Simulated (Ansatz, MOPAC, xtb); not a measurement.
Lewis adduct: ClFHIn (SMILES [F][InH][Cl]) (first 4 atoms) with NH3 (SMILES N); geometry from B3LYP-D3(BJ)/def2-TZVP, rigid monomers moved along the line of their centres of mass till In2···N5 is 3.25 Å.
(charge 0, multiplicity 1):
```xyz
8

F      0.8802     1.4208     1.1647
In    -0.7270     0.2746     1.3966
Cl    -2.2034     1.2916     2.9507
H     -1.2190    -0.7851     0.1578
N      1.0761    -1.2673     3.6169
H      1.9315    -0.7185     3.5694
H      0.6231    -1.0840     4.5074
H      1.3105    -2.2523     3.5617
```

Interaction energies are E(AB) − E(A) − E(B) at the monomers' geometry in the complex; basis-set methods are counterpoise corrected.

The state reached by PM3 isn't checked.

Programs: Ansatz (Gaussian orbitals); MOPAC for PM3 (differences of heats of formation); xtb for the GFN methods.  In def2 rows elements past Kr take small-core potentials, without spin–orbit coupling.

Task: What is the computed interaction energy (GFN1-xTB)?

Result: -413 meV

Task: What is the computed interaction energy (PM3)?

Result: -523 meV

Task: Estimate the interaction energy that wB97X-V/def2-TZVPPD returns for this input.

Result: -617 meV

Ansatz is a first-principles code.
